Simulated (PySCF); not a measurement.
Species: C6H11FO.
Atom-mapped SMILES: `[CH3:1][O:2][C@H:3]1[CH2:4][C@@:5]([CH3:6])([F:7])[CH2:8]1`

Probes without a nucleus sit at each ring's centroid and 1 Å off its mean plane on both sides; NICS is minus the shielding there, NICSzz its component along the normal. Level: GIAO PBE0/pcSseg-1 (PySCF, non-relativistic, gas phase) on the GFN2-xTB geometry, one conformer.

Ring bond lengths (Å), with Mayer bond orders in brackets: C3–C4 1.536 (1.02), C4–C5 1.536 (1.01), C5–C8 1.537 (1.01), C8–C3 1.549 (1.01).

What do the NICS probes read (ppm)?

| ring | type | NICS(0) | NICS(1), two faces | NICS(1)zz, two faces | rms pucker (Å) | centre to ring atoms, mean (Å) |
| --- | --- | --- | --- | --- | --- | --- |
| C3–C4–C5–C8 | 4-membered carbocycle; formal bonds all single | -3.5 | -4.0 / -0.6 | -3.1 / 4.7 | 0.09 | 1.08 |

What do they say, and how far can they be read as aromaticity?

- C3–C4–C5–C8: mean NICS(1)zz 0.8 ppm, near zero. C3, C4, C5, C8 have four or more neighbours; no verdict on aromaticity is drawn. The two faces differ by 7.8 ppm, so no symmetry operation interchanges them.

Give the inner angles of the rings and the Hirshfeld charges of the ring atoms.

- C3–C4–C5–C8: C3 89.4° (+0.044 e), C4 89.2° (-0.088 e), C5 89.8° (+0.110 e), C8 88.7° (-0.096 e); sum 357.1° against 360° for a flat convex ring.

Conformer computed: `[CH3:1][O:2][C@H:3]1[CH2:4][C@@:5]([CH3:6])([F:7])[CH2:8]1`: C1–O2–C3–C4 -179°.
